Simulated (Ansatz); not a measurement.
Isolated molecules relaxed with PBE0-D4/def2-TZVP in Ansatz; ΔE leaves out vibrations. CCSD(T)/CBS adds triple-zeta CCSD(T) − MP2 to the extrapolated MP2 energy (def2 sets, frozen cores). Functionals use def2-TZVPP. B3LYP here is the variant with VWN-RPA as its local correlation; programs differ in this. One conformer a species, not always the lowest.

Consider the redistribution: `CB([SiH3])CF` + `N[SiH2]CBCl` → `CB([SiH3])BCl` + `N[SiH2]CCF`.

Question: Is it downhill or uphill in electronic energy at CCSD(T)/CBS, and by how much? (Best estimate.)

Answer: Ansatz gave: Uphill: ΔE = +70.3 kJ/mol.

Question: What do these levels give: B3LYP-D4, ωB97X-V, ωB97M-V, B3LYP, MP2/def2-TZVPP, MP2/CBS(def2)? (Best estimate.)

Answer: The calculation gave: B3LYP-D4 70.5, ωB97X-V 70.0, ωB97M-V 76.1, B3LYP 67.9, MP2/def2-TZVPP 75.4, MP2/CBS(def2) 75.7 kJ/mol.

Largest T1 diagnostic among the species: 0.013.

In def2-TZVPP, CCSD(T) changes the Hartree–Fock value by +3.3 kJ/mol (the triples alone add +0.5 kJ/mol) and MP2 by +8.7 kJ/mol.
